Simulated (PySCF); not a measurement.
C4H14GeNP.
SMILES with atom numbers: `[CH3:1][CH2:2][Ge@@H:3]([PH2:4])[N:5]([CH3:6])[CH3:7]` (hydrogens: H8, H9, H10 on C1; H11, H12 on C2; H13 on Ge3; H14, H15 on P4; H16, H17, H18 on C6; H19, H20, H21 on C7)

Structure used (PBE0-D3(BJ)/def2-SVP), in Å, numbered top down from 1:
```xyz
21
C4H14GeNP angstrom
C      2.1015    1.1136    1.0878
C      1.9182    0.1439   -0.0719
Ge     0.1775    0.3289   -0.9494
P     -0.1166   -1.1906   -2.7160
N     -1.1305    0.1152    0.3313
C     -1.1317   -1.0939    1.1126
C     -2.4494    0.6260    0.0608
H      1.3295    0.9642    1.8581
H      2.0234    2.1604    0.7543
H      3.0861    0.9932    1.5675
H      2.6880    0.2869   -0.8481
H      2.0154   -0.9029    0.2611
H     -0.0280    1.7541   -1.5094
H      0.3178   -2.2982   -1.9219
H      1.1942   -0.9545   -3.2371
H     -1.6573   -1.9425    0.6227
H     -1.6301   -0.9259    2.0855
H     -0.1033   -1.4219    1.3308
H     -2.3912    1.5683   -0.5052
H     -3.0885   -0.0747   -0.5187
H     -2.9808    0.8427    1.0063
```

Computed, not measured: PySCF 2.14.0, PBE0-D3(BJ)/def2-SVP geometry optimisation, gas phase.

Take the most abundant isotopes and a rigid rotor. The values belong to one conformer with, in the numbering `[CH3:1][CH2:2][Ge@@H:3]([PH2:4])[N:5]([CH3:6])[CH3:7]`, C1–C2–Ge3–P4 -179°, C2–Ge3–P4–H 49° and -45°, C2–Ge3–N5–C6 -56°.

Task: What are A, B and C (MHz)?

Result: Ia = 338.25, Ib = 385.30, Ic = 579.28 u·Å²; 505379 MHz·u·Å²/I gives A = 1494, B = 1312, C = 872.4 MHz.

Task: What kind of rotor is it?

Result: An asymmetric top: κ = (2 × 1312 − 1494 − 872.4)/(1494 − 872.4) = 0.41.

Task: Is it planar, by Δ = Ic − Ia − Ib?

Result: Not planar: Δ = Ic − Ia − Ib = -144.27 u·Å². For a rigid frame Δ = −2 Σ m c², so Σ m c² = 72.13 u·Å² lies off the ab plane: 24.79 from hydrogen and 47.35 from heavier atoms. The atom farthest from that plane is 2.00 Å away.

Task: Give the other two planar moments, Paa and Pbb, and the rms extents of the mass along the axes.

Result: Paa = Σ m a² = (Ib + Ic − Ia)/2 = 313.17 and Pbb = Σ m b² = (Ia + Ic − Ib)/2 = 266.11 u·Å². With the mass M = 181.01 u, the rms extents √(P/M) along a, b and c are 1.32, 1.21, 0.63 Å.

Task: Predict some low-J microwave lines.

Result: The dipole components are |μa| = 1.20 D, |μb| = 0.46 D, |μc| = 0.61 D. Intensities carry the squares of the components, which stand as 1.00 : 0.15 : 0.26 (a : b : c). Some lines, for components of 0.1 D or more:

```json
{"type": "a", "branch": "Q", "J(Ka,Kc)": "2(2,0) ← 2(2,1)", "MHz": "303", "lower level (cm⁻¹)": "0.272"}
{"type": "b", "branch": "Q", "J(Ka,Kc)": "1(1,0) ← 1(0,1)", "MHz": "622", "lower level (cm⁻¹)": "0.073"}
{"type": "b", "branch": "Q", "J(Ka,Kc)": "2(2,0) ← 2(1,1)", "MHz": "850", "lower level (cm⁻¹)": "0.254"}
{"type": "c", "branch": "Q", "J(Ka,Kc)": "3(3,1) ← 3(2,1)", "MHz": "1087", "lower level (cm⁻¹)": "0.527"}
{"type": "a", "branch": "Q", "J(Ka,Kc)": "2(1,1) ← 2(1,2)", "MHz": "1318", "lower level (cm⁻¹)": "0.210"}
{"type": "b", "branch": "Q", "J(Ka,Kc)": "2(1,1) ← 2(0,2)", "MHz": "1364", "lower level (cm⁻¹)": "0.208"}
{"type": "c", "branch": "Q", "J(Ka,Kc)": "4(4,1) ← 4(3,1)", "MHz": "1774", "lower level (cm⁻¹)": "0.893"}
{"type": "b", "branch": "Q", "J(Ka,Kc)": "3(3,1) ← 3(2,2)", "MHz": "2165", "lower level (cm⁻¹)": "0.491"}
{"type": "b", "branch": "Q", "J(Ka,Kc)": "3(1,2) ← 3(0,3)", "MHz": "2472", "lower level (cm⁻¹)": "0.401"}
{"type": "c", "branch": "R", "J(Ka,Kc)": "1(1,0) ← 0(0,0)", "MHz": "2806", "lower level (cm⁻¹)": "0.000"}
{"type": "b", "branch": "Q", "J(Ka,Kc)": "4(1,3) ← 4(0,4)", "MHz": "3600", "lower level (cm⁻¹)": "0.652"}
{"type": "c", "branch": "R", "J(Ka,Kc)": "2(1,1) ← 1(0,1)", "MHz": "5429", "lower level (cm⁻¹)": "0.073"}
{"type": "a", "branch": "R", "J(Ka,Kc)": "3(0,3) ← 2(0,2)", "MHz": "5778", "lower level (cm⁻¹)": "0.208"}
{"type": "c", "branch": "R", "J(Ka,Kc)": "2(2,1) ← 1(1,1)", "MHz": "5794", "lower level (cm⁻¹)": "0.079"}
{"type": "b", "branch": "R", "J(Ka,Kc)": "2(2,0) ← 1(1,1)", "MHz": "6097", "lower level (cm⁻¹)": "0.079"}
{"type": "b", "branch": "R", "J(Ka,Kc)": "3(1,2) ← 2(2,1)", "MHz": "6338", "lower level (cm⁻¹)": "0.272"}
{"type": "b", "branch": "R", "J(Ka,Kc)": "3(2,2) ← 2(1,1)", "MHz": "7100", "lower level (cm⁻¹)": "0.254"}
{"type": "a", "branch": "R", "J(Ka,Kc)": "3(2,1) ← 2(2,0)", "MHz": "7327", "lower level (cm⁻¹)": "0.282"}
{"type": "b", "branch": "R", "J(Ka,Kc)": "4(0,4) ← 3(1,3)", "MHz": "7498", "lower level (cm⁻¹)": "0.401"}
{"type": "a", "branch": "R", "J(Ka,Kc)": "4(1,4) ← 3(1,3)", "MHz": "7499", "lower level (cm⁻¹)": "0.401"}
{"type": "c", "branch": "R", "J(Ka,Kc)": "3(1,2) ← 2(0,2)", "MHz": "8250", "lower level (cm⁻¹)": "0.208"}
{"type": "c", "branch": "R", "J(Ka,Kc)": "3(3,1) ← 2(2,1)", "MHz": "8717", "lower level (cm⁻¹)": "0.272"}
{"type": "c", "branch": "R", "J(Ka,Kc)": "4(2,2) ← 3(1,2)", "MHz": "10911", "lower level (cm⁻¹)": "0.484"}
{"type": "c", "branch": "R", "J(Ka,Kc)": "4(1,3) ← 3(0,3)", "MHz": "11106", "lower level (cm⁻¹)": "0.401"}
{"type": "c", "branch": "R", "J(Ka,Kc)": "4(2,3) ← 3(1,3)", "MHz": "11149", "lower level (cm⁻¹)": "0.401"}
```

Task: Estimate the classical rotational partition function at 25 K, 50 K and 100 K.

Result: Point group C1, symmetry number σ = 1; q = (√π/σ)·√((kT/h)³/(ABC)), k/h = 20836.6 MHz/K: 16100 at 25 K, 45600 at 50 K, 129000 at 100 K.

Stationary, but not proved a minimum. No vibrational averaging or centrifugal distortion is included, and the geometry carries the error of its method. A rigid rotor knows nothing of internal rotation, which can split or shift real lines. Quadrupole hyperfine structure (14N) is left out.
